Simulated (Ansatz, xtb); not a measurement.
Species: GaBr2 (charge +1, singlet). It need not be the lowest isomer of its formula. 
Structure (B3LYP-D3(BJ)/def2-TZVP (Ansatz, a first-principles code) minimum search):
SMILES: [Br][Ga+][Br]
```xyz
3

Ga     0.0000     0.0000     0.0000
Br     0.0000     0.0000     2.1837
Br     0.0000     0.0000    -2.1837
```
Charge +1, spin multiplicity 1.

Harmonic wavenumbers from GFN2-xTB (xtb, at its own minimum), cm⁻¹: 67, 67, 182, 347.

Give the harmonic wavenumbers at B3LYP-D3(BJ)/def2-TZVP (Ansatz, finite differences of forces, unscaled).

83, 83, 245, 455 cm⁻¹. Zero-point energy 1.2 kcal/mol.

From these and the geometry, give the ideal-gas thermochemistry at 298.15 K and 1 atm (rigid rotor, harmonic oscillator).

Point group D∞h, rotational symmetry number 2. Rotational constants 0.6632, 0.6632 GHz. S(trans) 42.19, S(rot) 18.78, S(vib) 10.17, S(elec, spin only) 0.00, S 71.2 cal/(mol K). H(298) - H(0) 3.51 kcal/mol; G - E(el) -16.5 kcal/mol.
